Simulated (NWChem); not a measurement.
The numbers come from NWChem runs, not from measurements. System: CH$_{3}$AlF$_{2}$, charge 0, spin multiplicity 1, at a geometry optimised with PBE0/def2-SVP. The structure started from a generated list of species. Level: RHF/def2-TZVP.

Input file:

```
start mol
memory heap 200 mb stack 900 mb global 1100 mb
geometry units angstroms nocenter noautoz noautosym
  Al     0.048744     0.042329     0.000922
  C     -1.477682    -1.132435    -0.054661
  H     -1.268975    -2.007435    -0.691497
  H     -2.373059    -0.627940    -0.446915
  H     -1.709680    -1.517940     0.951227
  F     -0.005476     1.608655    -0.543296
  F      1.514823    -0.453360     0.599203
end
basis spherical
  * library def2-tzvp
end
scf
  rhf
  nopen 0
  maxiter 100
  thresh 1e-7
  semidirect memsize 60000000 filesize 0
end
task scf energy
```

NWChem printed:

```
             Northwest Computational Chemistry Package (NWChem) 7.3.0
             --------------------------------------------------------

                                NWChem Input Module
                                -------------------

 Scaling coordinates for geometry "geometry" by  1.889725989
 (inverse scale =  0.529177249)

                             Geometry "geometry" -> ""
                             -------------------------

 Output coordinates in angstroms (scale by  1.889725989 to convert to a.u.)

  No.       Tag          Charge          X              Y              Z
 ---- ---------------- ---------- -------------- -------------- --------------
    1 Al                  13.0000     0.04874400     0.04232900     0.00092200
    2 C                    6.0000    -1.47768200    -1.13243500    -0.05466100
    3 H                    1.0000    -1.26897500    -2.00743500    -0.69149700
    4 H                    1.0000    -2.37305900    -0.62794000    -0.44691500
    5 H                    1.0000    -1.70968000    -1.51794000     0.95122700
    6 F                    9.0000    -0.00547600     1.60865500    -0.54329600
    7 F                    9.0000     1.51482300    -0.45336000     0.59920300

 Effective nuclear repulsion energy (a.u.)     155.0780528830

            Nuclear Dipole moment (a.u.)
            ----------------------------
        X                 Y               Z
 ---------------- ---------------- ----------------
    -0.0000207870     0.0000132281    -0.0000037795


 Summary of "ao basis" -> "" (spherical)
 ------------------------------------------------------------------------------
       Tag                 Description            Shells   Functions and Types
 ---------------- ------------------------------  ------  ---------------------
 *                         def2-tzvp                  on all atoms

 Summary of "ao basis" -> "ao basis" (spherical)
 ------------------------------------------------------------------------------
       Tag                 Description            Shells   Functions and Types
 ---------------- ------------------------------  ------  ---------------------
 Al                        def2-tzvp                13       37   5s5p2d1f
 C                         def2-tzvp                11       31   5s3p2d1f
 H                         def2-tzvp                 4        6   3s1p
 F                         def2-tzvp                11       31   5s3p2d1f

                                 NWChem SCF Module
                                 -----------------

  ao basis        = "ao basis"
  functions       =   148
  atoms           =     7
  closed shells   =    20
  open shells     =     0
  charge          =   0.00
  wavefunction    = RHF
  use symmetry    = F
  symmetry adapt  = F

 Summary of "ao basis" -> "ao basis" (spherical)
 ------------------------------------------------------------------------------
       Tag                 Description            Shells   Functions and Types
 ---------------- ------------------------------  ------  ---------------------
 Al                        def2-tzvp                13       37   5s5p2d1f
 C                         def2-tzvp                11       31   5s3p2d1f
 H                         def2-tzvp                 4        6   3s1p
 F                         def2-tzvp                11       31   5s3p2d1f

 Forming initial guess at       0.1s

      Superposition of Atomic Density Guess
      -------------------------------------
[...]
 ----------------------------------------------

              iter       energy          gnorm     gmax       time
             ----- ------------------- --------- --------- --------
                 1     -480.6046405977  1.32D+00  2.93D-01      6.4
                 2     -480.6851246256  3.38D-01  6.88D-02      8.2
                 3     -480.6940588753  2.19D-02  6.97D-03     10.8
                 4     -480.6941285635  1.76D-04  3.39D-05     16.5
                 5     -480.6941285674  1.72D-08  3.54D-09     23.4

       Final RHF  results
       ------------------

         Total SCF energy =   -480.694128567423
      One-electron energy =   -978.933619805098
      Two-electron energy =    343.161438354638
 Nuclear repulsion energy =    155.078052883037

        Time for solution =     18.1s

             Final eigenvalues
             -----------------

              1
    1  -58.5017
    2  -26.2555
    3  -26.2553
    4  -11.2218
    5   -4.9155
    6   -3.2327
    7   -3.2307
    8   -3.2294
    9   -1.5437
   10   -1.5353
   11   -0.9426
   12   -0.6944
   13   -0.6583
   14   -0.6373
   15   -0.6309
   16   -0.6180
   17   -0.6132
   18   -0.5625
   19   -0.5622
   20   -0.4644
   21    0.0768
   22    0.0842
   23    0.1407
   24    0.1595
   25    0.1987
   26    0.2056
   27    0.2340
   28    0.2845
   29    0.3084
   30    0.3138

                       ROHF Final Molecular Orbital Analysis
                       -------------------------------------

 Vector   18  Occ=2.000000D+00  E=-5.624505D-01
              MO Center= -1.4D+00, -1.4D+00,  2.8D-02, r^2= 1.4D+00
   Bfn.  Coefficient  Atom+Function         Bfn.  Coefficient  Atom+Function
  ----- ------------  ---------------      ----- ------------  ---------------
    45      0.275075  2 C  pz                48      0.238708  2 C  pz
    70     -0.216600  3 H  s                 82      0.211838  5 H  s

 Vector   19  Occ=2.000000D+00  E=-5.621722D-01
              MO Center= -1.7D+00, -1.0D+00, -1.4D-01, r^2= 1.6D+00
   Bfn.  Coefficient  Atom+Function         Bfn.  Coefficient  Atom+Function
  ----- ------------  ---------------      ----- ------------  ---------------
    76      0.246519  4 H  s                 44      0.215475  2 C  py
    47      0.182188  2 C  py                43     -0.170364  2 C  px
    75      0.159900  4 H  s

 Vector   20  Occ=2.000000D+00  E=-4.643544D-01
              MO Center= -1.1D+00, -8.4D-01, -4.1D-02, r^2= 1.7D+00
   Bfn.  Coefficient  Atom+Function         Bfn.  Coefficient  Atom+Function
  ----- ------------  ---------------      ----- ------------  ---------------
     4      0.249923  1 Al s                 43      0.241851  2 C  px
    46      0.233057  2 C  px                44      0.195548  2 C  py
    47      0.186857  2 C  py                15     -0.179359  1 Al px

 Vector   21  Occ=0.000000D+00  E= 7.681753D-02
              MO Center= -3.8D-01, -3.2D-01,  3.2D-02, r^2= 6.4D+00
   Bfn.  Coefficient  Atom+Function         Bfn.  Coefficient  Atom+Function
  ----- ------------  ---------------      ----- ------------  ---------------
    42      2.929860  2 C  s                  5     -2.127030  1 Al s
    71     -0.750282  3 H  s                 83     -0.726535  5 H  s
    77     -0.495627  4 H  s                 18      0.421504  1 Al px
    49      0.381672  2 C  px                19      0.338423  1 Al py
    91      0.327385  6 F  s                122      0.290410  7 F  s

 Vector   22  Occ=0.000000D+00  E= 8.419924D-02
              MO Center= -1.0D-02,  1.1D-02, -4.6D-02, r^2= 5.6D+00
   Bfn.  Coefficient  Atom+Function         Bfn.  Coefficient  Atom+Function
  ----- ------------  ---------------      ----- ------------  ---------------
    20      0.979424  1 Al pz                19      0.334358  1 Al py
    18     -0.283323  1 Al px                51     -0.216007  2 C  pz
    17      0.189110  1 Al pz

 Vector   23  Occ=0.000000D+00  E= 1.406881D-01
              MO Center=  2.9D-02,  1.3D-02,  4.2D-03, r^2= 9.8D+00
   Bfn.  Coefficient  Atom+Function         Bfn.  Coefficient  Atom+Function
  ----- ------------  ---------------      ----- ------------  ---------------
    42      4.643266  2 C  s                 18      1.788952  1 Al px
     5     -1.445608  1 Al s                 19      1.422975  1 Al py
    77     -0.790948  4 H  s                 71     -0.773164  3 H  s
    83     -0.775977  5 H  s                 26     -0.512546  1 Al d -2
    41     -0.463040  2 C  s                 49      0.422587  2 C  px

 center of mass
 --------------
 x =   0.16214877 y =   0.12556527 z =   0.00572666

 moments of inertia (a.u.)
 ------------------
         317.798203024077         -46.959513638252         -66.296721740482
         -46.959513638252         334.170011641648          74.316623445928
         -66.296721740482          74.316623445928         551.554921302107

  Mulliken analysis of the total density
  --------------------------------------

    Atom       Charge   Shell Charges
 -----------   ------   -------------------------------------------------------
    1 Al  13    11.89   2.00  0.65  1.34  0.55  0.07  2.92  2.28  0.83  0.65  0.07  0.27  0.11  0.14
    2 C    6     6.63   0.85  1.12  0.46  0.69  0.11  1.24  1.52  0.59  0.01  0.03  0.00
    3 H    1     0.86   0.26  0.49  0.10  0.02
    4 H    1     0.86   0.26  0.48  0.09  0.02
    5 H    1     0.86   0.26  0.48  0.10  0.02
    6 F    9     9.45   0.77  1.20  0.59  1.01  0.34  2.24  2.30  1.00  0.00  0.01  0.00
    7 F    9     9.45   0.77  1.20  0.59  1.01  0.34  2.24  2.30  1.00  0.00  0.01  0.00

       Multipole analysis of the density wrt the origin
       ------------------------------------------------

     L   x y z        total         open         nuclear
     -   - - -        -----         ----         -------
     0   0 0 0     -0.000000      0.000000     40.000000

     1   1 0 0     -0.746908      0.000000     -0.000021
     1   0 1 0     -0.568926      0.000000      0.000013
     1   0 0 1     -0.027633      0.000000     -0.000004

     2   2 0 0    -23.657829      0.000000    156.945894
     2   1 1 0      0.508326      0.000000     37.280799
     2   1 0 1     -1.900902      0.000000     32.114303
     2   0 2 0    -24.130498      0.000000    141.363253
     2   0 1 1      2.290234      0.000000    -34.688967
     2   0 0 2    -19.111049      0.000000     26.742290

 Task  times  cpu:       23.4s     wall:       23.4s

 Total times  cpu:       23.4s     wall:       23.4s
```
